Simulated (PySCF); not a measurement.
First SCF of a structure search on doublet Ir₃, at a hand-made linear chain geometry. PySCF input:

```python
from pyscf import gto, scf, dft
mol = gto.M(atom='''
Ir     0.000000     0.000000     0.000000
Ir     0.000000     0.000000     2.318000
Ir     0.000000     0.000000    -2.318000''',
    basis={'Ir': 'def2-TZVP'},
    ecp={'Ir': 'def2-TZVP'},
    charge=0, spin=1)
mf = dft.UKS(mol, xc='PBE0')
mf.grids.atom_grid = (50, 194)
aux = {'Ir': 'def2-universal-JKFIT'}
mf = mf.density_fit(auxbasis=aux)
mf.conv_tol = 1e-08
mf.diis_space = 10
mf.max_cycle = 60
mf.init_guess = 'huckel'
mf.verbose = 4
mf.kernel()
```

Excerpt of the output (cycles alone); a level shift of 0.3 Eh and then a second-order solver take over where DIIS stalls:

```
init E= -312.181429787947
cycle= 1 E= -308.949743049307  delta_E= 3.23  |g|= 2.79  |ddm|= 4.15
cycle= 2 E= -290.223952511932  delta_E= 18.7  |g|= 5.36  |ddm|= 8.64
cycle= 3 E= -312.299149907589  delta_E= -22.1  |g|= 1.07  |ddm|=    8
cycle= 4 E= -310.077234169176  delta_E= 2.22  |g|= 2.35  |ddm|= 4.09
cycle= 5 E= -312.585682709902  delta_E= -2.51  |g|= 0.698  |ddm|= 3.92
cycle= 6 E= -312.788079289807  delta_E= -0.202  |g|= 0.229  |ddm|= 0.404
cycle= 7 E= -312.795279889916  delta_E= -0.0072  |g|= 0.215  |ddm|= 0.231
cycle= 8 E= -312.812177395292  delta_E= -0.0169  |g|= 0.0986  |ddm|= 0.166
cycle= 9 E= -312.821415593911  delta_E= -0.00924  |g|= 0.0501  |ddm|= 0.243
cycle= 10 E= -312.822601815572  delta_E= -0.00119  |g|= 0.0514  |ddm|= 0.0394
cycle= 11 E= -312.812486794209  delta_E= 0.0101  |g|= 0.0588  |ddm|= 0.68
cycle= 12 E= -312.813361028981  delta_E= -0.000874  |g|= 0.0427  |ddm|= 0.0266
cycle= 13 E= -312.813258970632  delta_E= 0.000102  |g|= 0.0174  |ddm|= 0.167
... 38 lines left out ...
cycle= 52 E= -312.813570390991  delta_E= 2.18e-07  |g|= 0.000178  |ddm|= 0.00246
cycle= 53 E= -312.813570364803  delta_E= 2.62e-08  |g|= 0.000175  |ddm|= 0.00033
cycle= 54 E= -312.813570342155  delta_E= 2.26e-08  |g|= 0.000194  |ddm|= 0.000883
cycle= 55 E= -312.813570843667  delta_E= -5.02e-07  |g|= 0.000273  |ddm|= 0.00459
cycle= 56 E= -312.813570559561  delta_E= 2.84e-07  |g|= 0.000311  |ddm|= 0.00428
cycle= 57 E= -312.813569964232  delta_E= 5.95e-07  |g|= 0.000223  |ddm|= 0.00466
cycle= 58 E= -312.813569884578  delta_E= 7.97e-08  |g|= 0.000216  |ddm|= 0.00155
cycle= 59 E= -312.813569844164  delta_E= 4.04e-08  |g|= 0.000214  |ddm|= 0.000614
cycle= 60 E= -312.813569851472  delta_E= -7.31e-09  |g|= 0.000232  |ddm|= 0.000787
SCF not converged.
init E= -312.181429787947
cycle= 1 E= -312.215717835945  delta_E= -0.0343  |g|= 1.01  |ddm|= 1.32
cycle= 2 E= -311.800776955403  delta_E= 0.415  |g|= 1.46  |ddm|= 1.32
cycle= 3 E= -312.505581468119  delta_E= -0.705  |g|= 0.462  |ddm|= 0.594
cycle= 4 E= -312.606943186172  delta_E= -0.101  |g|= 0.0916  |ddm|= 0.305
cycle= 5 E= -312.618071745848  delta_E= -0.0111  |g|= 0.041  |ddm|= 0.162
cycle= 6 E= -312.623346364792  delta_E= -0.00527  |g|= 0.0307  |ddm|= 0.11
cycle= 7 E= -312.627416114797  delta_E= -0.00407  |g|= 0.0267  |ddm|=  0.1
cycle= 8 E= -312.631034441511  delta_E= -0.00362  |g|= 0.0247  |ddm|= 0.0983
cycle= 9 E= -312.634305420489  delta_E= -0.00327  |g|= 0.0236  |ddm|= 0.0925
cycle= 10 E= -312.6365724259  delta_E= -0.00227  |g|= 0.0255  |ddm|= 0.0676
cycle= 11 E= -312.63817165064  delta_E= -0.0016  |g|= 0.0285  |ddm|= 0.0542
cycle= 12 E= -312.639755190492  delta_E= -0.00158  |g|= 0.0272  |ddm|= 0.0577
cycle= 13 E= -312.640854176983  delta_E= -0.0011  |g|= 0.0294  |ddm|= 0.0432
... 58 lines left out ...
cycle= 72 E= -312.675836307833  delta_E= 6.28e-05  |g|= 0.0592  |ddm|= 0.0183
cycle= 73 E= -312.677734484288  delta_E= -0.0019  |g|= 0.0534  |ddm|= 0.061
cycle= 74 E= -312.680459016685  delta_E= -0.00272  |g|= 0.0499  |ddm|= 0.0601
cycle= 75 E= -312.686489573621  delta_E= -0.00603  |g|= 0.0397  |ddm|=  0.1
cycle= 76 E= -312.690930029153  delta_E= -0.00444  |g|= 0.0369  |ddm|= 0.102
cycle= 77 E= -312.6948772096  delta_E= -0.00395  |g|= 0.0356  |ddm|= 0.0712
cycle= 78 E= -312.699304266183  delta_E= -0.00443  |g|= 0.0318  |ddm|= 0.0975
cycle= 79 E= -312.7037309768  delta_E= -0.00443  |g|= 0.0292  |ddm|= 0.0973
cycle= 80 E= -312.707726849593  delta_E= -0.004  |g|= 0.03  |ddm|= 0.102
SCF not converged.
macro= 0  E= -312.721681173348  delta_E= -0.0139543  |g|= 0.0300131  1 KF 6 JK
macro= 1  E= -312.781695136364  delta_E= -0.060014  |g|= 0.0896679  4 KF 20 JK
macro= 2  E= -312.802500105794  delta_E= -0.020805  |g|= 0.0299194  4 KF 23 JK
macro= 3  E= -312.838141651327  delta_E= -0.0356415  |g|= 0.0677381  4 KF 21 JK
macro= 4  E= -312.844283228309  delta_E= -0.00614158  |g|= 0.0520247  2 KF 8 JK
macro= 5  E= -312.848536174001  delta_E= -0.00425295  |g|= 0.0270087  3 KF 14 JK
macro= 6  E= -312.851056529906  delta_E= -0.00252036  |g|= 0.00709028  3 KF 16 JK
macro= 7  E= -312.853151970855  delta_E= -0.00209544  |g|= 0.0471448  3 KF 22 JK
macro= 8  E= -312.856846272296  delta_E= -0.0036943  |g|= 0.0113528  4 KF 24 JK
macro= 9  E= -312.859439150735  delta_E= -0.00259288  |g|= 0.0110817  3 KF 14 JK
macro= 10  E= -312.861859881201  delta_E= -0.00242073  |g|= 0.0158113  3 KF 14 JK
macro= 11  E= -312.857391642559  delta_E= 0.00446824  |g|= 0.0147397  3 KF 14 JK
macro= 12  E= -312.862688065142  delta_E= -0.00529642  |g|= 0.023342  3 KF 14 JK
macro= 13  E= -312.873357158019  delta_E= -0.0106691  |g|= 0.0298906  4 KF 18 JK
macro= 14  E= -312.88189193059  delta_E= -0.00853477  |g|= 0.0304717  3 KF 14 JK
macro= 15  E= -312.883783272289  delta_E= -0.00189134  |g|= 0.00951525  3 KF 14 JK
macro= 16  E= -312.883838392318  delta_E= -5.512e-05  |g|= 0.00120418  2 KF 8 JK
macro= 17  E= -312.883931135619  delta_E= -9.27433e-05  |g|= 0.000998584  4 KF 18 JK
macro= 18  E= -312.883935006711  delta_E= -3.87109e-06  |g|= 7.88655e-05  4 KF 34 JK
macro= 19  E= -312.883935053356  delta_E= -4.66448e-08  |g|= 0.000131137  1 KF 7 JK
macro= 20  E= -312.883935053355  delta_E= 5.68434e-13  |g|= 3.6878e-05  1 KF 2 JK
macro X = 21  E=-312.883935053355  |g|= 3.6878e-05  total 63 KF 347 JK
converged SCF energy = -312.883935053355  <S^2> = 2.656709  2S+1 = 3.4098147
```

No lower solution of this spin was found from smeared starts or by a stability analysis within the unrestricted form.

Open d and f shells are described by one determinant, and the ground state may have another occupation or spin. Spin–orbit coupling, left out here, can matter for elements this heavy.

The search for the lowest solution, 3 starts and the stability check together, took 98 s on 4 threads of a shared Arm Neoverse V2 host, with 120 basis functions; the process peaked at 0.48 GiB.
